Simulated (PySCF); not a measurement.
**Zn²⁺ (zinc, charge +2) across methods**

[Ar] 3d9 4s1, high-spin 3D determinant (an excited configuration). Calculation: PySCF 2.14, in aug-cc-pVQZ-PP with ECP10MDF (7s7p6d4f3g2h, 135 functions); scalar relativity through the core potential.

```tsv
method	E (hartree)	mean ε 3d α (eV)	mean ε 3d β (eV)	mean ε 4s α (eV)	Σ⟨r²⟩ (bohr²)	⟨S²⟩
PBE0	-225.7150	-42.126	-40.527	-26.923	17.62	2.000
BHandHLYP	-225.6220	-45.288	-43.681	-27.871	17.60	2.000
MN15	-226.0969	-44.053	-42.455	-26.957	17.76	2.001
r2SCAN	-225.6516	-39.238	-37.608	-26.453	17.59	2.001
LDA	-225.3249	-39.132	-37.534	-26.390	17.67	2.000
PBE	-225.7500	-38.874	-37.366	-26.016	17.68	2.000
UHF	-224.76456	-50.886	-48.950	-29.089	17.67	2.001
TPSSh	-225.6819	-40.174	-38.607	-26.247	17.64	2.000
```

Energies and moments cover only the electrons outside the core potential.
